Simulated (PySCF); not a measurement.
# Identify the compound

The spectra below were simulated for a compound C4H9BN2.

¹H NMR (500 MHz, computed): δ 6.65 (dd, J = 21.7, 15.2 Hz, 1H), 5.34 (dd, J = 15.2, 1.7 Hz, 1H), 4.59 (dd, J = 21.7, 1.7 Hz, 1H), 2.88 (s, 3H), 2.76 (br s, 1H), 2.55 (br s, 1H), 2.52 (br, 1H).

¹³C{¹H} NMR (computed): δ 162.1 (CH), 135.5 (C), 119.5 (CH2), 31.9 (CH3).

No relativistic terms, one computed conformer, rapidly exchanging positions averaged, gas phase. B3LYP/pcJ-1 coupling constants (spin–dipole term only in couplings to heteroatoms); PBE0-D3(BJ)/def2-SVP structure; CAM-B3LYP/pcSseg-1 with gauge-including orbitals; PySCF 2.14.

Referencing at the same level of theory: ¹H, ¹³C vs TMS.

Q: Choose the structure that fits.
A. C=C[B@H-](C#N)[NH2+]C
B. C=C[C@@H]1CNBN1
C. C=CN1BNCC1
D. C=CB1NCCN1

A: A. 

1. 4 carbon signals for 4 carbons: no two carbons are equivalent.
2. Carbon types of the structure: 1 × C, 1 × CH, 1 × CH2, 1 × CH3, leaving 3 H on heteroatoms.
3. δC 162.1: alkene CH; as expected for a trigonal carbon in a double bond.
4. δC 135.5: nitrile carbon.
5. δC 119.5: terminal =CH2 carbon; as expected for a trigonal carbon in a double bond.
6. δH 5.34, 4.59: hydrogen on a terminal =CH2 carbon; olefinic region.
7. δH 2.76, 2.55: hydrogen on a donor nitrogen of a Lewis adduct; exchangeable; this is the value without hydrogen bonding to other molecules.
8. The protons at 4.59 and 6.65 share a coupling of 21.7 Hz (vicinal, trans across C=C).
9. The protons at 5.34 and 6.65 share a coupling of 15.2 Hz (vicinal, cis across C=C).

The others: C=C[C@@H]1CNBN1 would give 7 signals for carbon-bound and other non-exchanging H, not 5; C=CN1BNCC1 would give 6 signals for carbon-bound and other non-exchanging H, not 5; C=CB1NCCN1 would give 3 carbon signals, not 4.

OH/NH shifts are gas-phase values; hydrogen bonding in solution moves them, usually downfield. Hydrogens on boron are broadened and split by ¹¹B (spin 3/2, 80 %) and 10B (spin 3). A carbon bonded to boron is broadened by the quadrupolar boron nucleus and is often missing from a measured spectrum. Splittings below 1 Hz are ignored in the labels, and close J values are merged. Unscaled 3J(H,H) at this level run about 10 % above measured values. Shifts are as computed, not scaled to solution data. Of 1211 compounds with measured shifts, 218 miss one by over three times the rms of a fit or turn the order of signals round; such compounds aren't used in these exercises. Couplings to exchangeable protons are dropped. Only one conformer was computed, so three-bond couplings in flexible chains and rings are approximate.
